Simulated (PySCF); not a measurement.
A PySCF script (with the pyscf-properties extension) for the NMR shieldings of SMILES C=C[C@@H](C)[SiH2]C([SiH3])[SiH3], C5H16Si3, on a GFN2-xTB geometry:

```python
import basis_set_exchange as bse
import numpy as np
from pyscf import gto, dft
from pyscf.prop import nmr

atoms = """
C     2.091802    1.311088   -1.165535
C     2.123311    0.494338   -0.126515
C     1.427376   -0.818814   -0.049284
C     2.317232   -1.873722    0.601577
Si   -0.204207   -0.601634    0.934810
C    -1.344366    0.648143    0.072634
Si   -1.939411    0.077045   -1.643050
Si   -2.797122    1.140030    1.195159
H     1.563017    1.054499   -2.069523
H     2.591189    2.265293   -1.160092
H     2.665938    0.779692    0.766780
H     1.179046   -1.145846   -1.062877
H     1.799502   -2.828497    0.657555
H     3.234591   -2.012913    0.030151
H     2.588257   -1.574598    1.612058
H    -0.853339   -1.915523    1.052260
H     0.145133   -0.138879    2.287903
H    -0.752293    1.553792   -0.090742
H    -0.811731   -0.140795   -2.555091
H    -2.693572   -1.172903   -1.523074
H    -2.801884    1.103209   -2.237848
H    -3.648927   -0.023935    1.444917
H    -3.591288    2.194837    0.557687
H    -2.299987    1.645857    2.477701
"""
names = dict.fromkeys(["C", "Si", "H"], "pcSseg-1")
basis = {el: gto.basis.parse(bse.get_basis(n, elements=[el], fmt="nwchem")) for el, n in names.items()}
mol = gto.M(atom=atoms, basis=basis, charge=0, verbose=0)
mf = dft.RKS(mol, xc="PBE0")
mf.grids.level = 2
mf.grids.alignment = dft.numint.BLKSIZE   # the property module wants whole blocks of grid points
mf.conv_tol = 1e-9
mf.kernel()

calc = nmr.RKS(mf)   # GIAO
C = mf.mo_coeff
Co = C[:, mf.mo_occ > 0]
resp = mf.gen_response(singlet=True, hermi=2)
def vind(x):   # induced exchange potential for any number of trial vectors
    d = np.einsum("pi,xij,qj->xpq", C, 2 * x.reshape(-1, C.shape[1], Co.shape[1]), Co, optimize=True)
    return np.einsum("xpq,pi,qj->xij", resp(d - d.transpose(0, 2, 1)), C, Co, optimize=True).ravel()
mo1, _ = nmr.rhf.solve_mo1(calc, with_cphf=vind)
sigma = calc.kernel(mo1)
for i, s in enumerate(sigma):   # ppm
    w = np.linalg.eigvalsh((s + s.T) / 2)
    print("%2d %-2s iso %8.1f  s11 %8.1f  s22 %8.1f  s33 %8.1f" % (i, mol.atom_pure_symbol(i), w.mean(), *w))
```

Question: What does it print?

Answer: 
```
 0 C  iso     68.5  s11    -41.7  s22     87.3  s33    159.9
 1 C  iso     35.8  s11    -83.0  s22     44.3  s33    146.2
 2 C  iso    157.0  s11    144.8  s22    153.0  s33    173.1
 3 C  iso    168.8  s11    155.8  s22    162.8  s33    187.7
 4 Si iso    381.2  s11    333.2  s22    371.7  s33    438.9
 5 C  iso    208.2  s11    200.2  s22    207.0  s33    217.5
 6 Si iso    419.5  s11    387.9  s22    394.8  s33    475.9
 7 Si iso    418.9  s11    378.2  s22    401.3  s33    477.2
 8 H  iso     26.3  s11     22.4  s22     25.9  s33     30.6
 9 H  iso     26.5  s11     23.3  s22     25.7  s33     30.5
10 H  iso     25.9  s11     23.3  s22     25.8  s33     28.5
11 H  iso     29.7  s11     26.0  s22     30.0  s33     33.1
12 H  iso     30.5  s11     25.5  s22     28.7  s33     37.3
13 H  iso     30.2  s11     25.5  s22     27.6  s33     37.5
14 H  iso     30.7  s11     26.5  s22     29.0  s33     36.4
15 H  iso     27.6  s11     23.9  s22     26.9  s33     32.0
16 H  iso     27.8  s11     23.5  s22     27.4  s33     32.5
17 H  iso     32.2  s11     26.2  s22     29.8  s33     40.7
18 H  iso     27.5  s11     23.0  s22     27.4  s33     32.1
19 H  iso     27.8  s11     24.6  s22     25.6  s33     33.3
20 H  iso     27.7  s11     23.8  s22     25.4  s33     33.7
21 H  iso     27.8  s11     24.3  s22     25.9  s33     33.3
22 H  iso     27.6  s11     23.7  s22     25.5  s33     33.7
23 H  iso     27.7  s11     23.6  s22     26.0  s33     33.4
```

These numbers come from an equivalent density-fitted implementation of the same equations, which agrees with the script to about 0.01 ppm for H and up to a few tenths of a ppm for heavy atoms, so last digits may differ.

Question: Turn these shieldings into chemical shifts. Shifts are taken against calculated references (same method and geometry level): ¹³C (σref 186.93) and ²⁹Si (σref 349.16) and ¹H (σref 31.72) against TMS.

Answer: Averaging equivalent atoms: C 1: 151.1; C 0: 118.4; C 2: 29.9; C 3: 18.2; C 5: -21.3; Si 4: -32.1; Si 7: -69.7; Si 6: -70.4; H 10: 5.84; H 8: 5.42; H 9: 5.24; H 15: 4.10; H 18/19/20: 4.06; H 21/22/23: 4.02; H 16: 3.91; H 11: 2.01; H 12/13/14: 1.26; H 17: -0.52 ppm. 

Size and cost of the density-fitted run: 237 basis functions, 41 s wall time on 1 thread of an x86-64 server CPU, shared host.
